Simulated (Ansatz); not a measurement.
What each rung costs, and what it gives

Saddle point of Si4H12ClOF, closed shell (Si₄H₉Cl ([SiH3][Si]([SiH3])([SiH3])[Cl]) + H₂O + HF → Si₃H₇Cl ([SiH3][SiH]([SiH3])[Cl]) + SiH₃F ([F][SiH3]) + H₂O; bonds formed: Si1–H8, Si2–F9; bonds broken: Si1–Si2, H8–F9), PBE0-D4/def2-TZVP structure:

```csv
atom,x (Å),y (Å),z (Å)
Si1,-0.3396,-0.0470,0.8678
Si2,2.0920,0.7591,0.5333
Si3,-1.3800,1.8187,-0.0841
Si4,-1.3309,-2.1286,0.4320
Cl5,-0.3385,0.0523,2.9458
H6,0.8825,-0.4991,-1.9526
O7,0.0394,-0.0307,-2.0374
H8,1.1530,-0.6704,0.1739
F9,2.1265,-1.0230,-0.5616
H10,3.1673,0.1687,1.3538
H11,2.4340,1.4191,-0.7407
H12,1.4985,1.8418,1.3857
H13,-2.4077,1.3636,-1.0545
H14,-0.3795,2.6863,-0.7502
H15,-2.0458,2.5769,1.0089
H16,-0.5407,-3.1894,1.1069
H17,-1.4072,-2.4168,-1.0234
H18,-2.7071,-2.1046,0.9952
H19,-0.5162,-0.5771,-2.5985
```

Barriers are electronic and count from the start structure reached by relaxing down the imaginary mode.

Computed with Ansatz 0.2.0 (basis: as named in each row); correlated methods freeze the cores. B3LYP uses VWN-RPA correlation. Extrapolation: Hartree–Fock as exp(−7.88 √X), correlation as X^−2.97.

Times are rough, for one single point on 5 threads of a shared host (AMD EPYC 7R13), with one NVIDIA H100 (or a share of it) where marked.

The estimate by CCSD(T) at an estimated basis limit (MP2 extrapolated from triple and quadruple zeta, plus CCSD(T) − MP2 in triple zeta) is 1.715 eV.

```json
{"method": "HF", "basis": "STO-3G", "time (s)": "under 1", "barrier (eV)": "4.767", "method less estimate": "3.052"}
{"method": "PBE-D4", "basis": "STO-3G", "time (s)": "under 1", "barrier (eV)": "1.912", "method less estimate": "0.196"}
{"method": "SPW92", "basis": "def2-SVP", "time (s)": "1", "barrier (eV)": "0.997", "method less estimate": "-0.718"}
{"method": "PBE-D4", "basis": "def2-SVP", "time (s)": "2", "barrier (eV)": "1.261", "method less estimate": "-0.454"}
{"method": "B3LYP-D4", "basis": "6-31G", "time (s)": "2", "barrier (eV)": "1.941", "method less estimate": "0.226"}
{"method": "PBE0-D4", "basis": "def2-SVP", "time (s)": "3", "barrier (eV)": "1.556", "method less estimate": "-0.159"}
{"method": "wB97M-V", "basis": "def2-SVP", "time (s)": "10", "barrier (eV)": "1.574", "method less estimate": "-0.141"}
{"method": "SPW92", "basis": "def2-TZVPP", "time (s)": "13 (H100)", "barrier (eV)": "1.073", "method less estimate": "-0.642"}
{"method": "PBE-D4", "basis": "def2-TZVPP", "time (s)": "14 (H100)", "barrier (eV)": "1.331", "method less estimate": "-0.384"}
{"method": "wB97M-V", "basis": "def2-TZVPP", "time (s)": "17 (H100)", "barrier (eV)": "1.598", "method less estimate": "-0.117"}
{"method": "B2PLYP", "basis": "def2-TZVPP", "time (s)": "17 (H100)", "barrier (eV)": "1.687", "method less estimate": "-0.028"}
{"method": "PBE-QIDH", "basis": "def2-TZVPP", "time (s)": "18 (H100)", "barrier (eV)": "1.705", "method less estimate": "-0.010"}
{"method": "RPA on PBE", "basis": "def2-TZVPP", "time (s)": "18 (H100)", "barrier (eV)": "1.700", "method less estimate": "-0.016"}
{"method": "PBE0-D4", "basis": "def2-TZVPP", "time (s)": "19 (H100)", "barrier (eV)": "1.576", "method less estimate": "-0.139"}
{"method": "BHLYP-D4", "basis": "def2-TZVPP", "time (s)": "19 (H100)", "barrier (eV)": "1.889", "method less estimate": "0.174"}
{"method": "MP2", "basis": "def2-QZVPP", "time (s)": "20 (H100)", "barrier (eV)": "1.643", "method less estimate": "-0.072"}
{"method": "BLYP-D4", "basis": "def2-TZVPP", "time (s)": "20 (H100)", "barrier (eV)": "1.446", "method less estimate": "-0.269"}
{"method": "wB97X-V", "basis": "def2-TZVPP", "time (s)": "20 (H100)", "barrier (eV)": "1.666", "method less estimate": "-0.050"}
{"method": "CCSD(T)", "basis": "def2-SVP", "time (s)": "22 (H100)", "barrier (eV)": "1.889", "method less estimate": "0.173"}
{"method": "r2SCAN0-D4", "basis": "def2-TZVPP", "time (s)": "22 (H100)", "barrier (eV)": "1.619", "method less estimate": "-0.097"}
{"method": "CAM-B3LYP-D4", "basis": "def2-TZVPP", "time (s)": "23 (H100)", "barrier (eV)": "1.666", "method less estimate": "-0.049"}
{"method": "r2SCAN-D4", "basis": "def2-TZVPP", "time (s)": "25 (H100)", "barrier (eV)": "1.420", "method less estimate": "-0.295"}
{"method": "B3LYP-D4", "basis": "def2-TZVPP", "time (s)": "25 (H100)", "barrier (eV)": "1.631", "method less estimate": "-0.085"}
{"method": "B97M-V", "basis": "def2-TZVPP", "time (s)": "26 (H100)", "barrier (eV)": "1.620", "method less estimate": "-0.095"}
{"method": "CCSD(T)", "basis": "def2-TZVPP", "time (s)": "29 (H100)", "barrier (eV)": "1.761", "method less estimate": "0.046"}
```

All methods are single points on the PBE0-D4 structures.

T1 diagnostic: at most 0.014.

Labels in which every atom is bracketed show which atoms are joined, not bond orders.
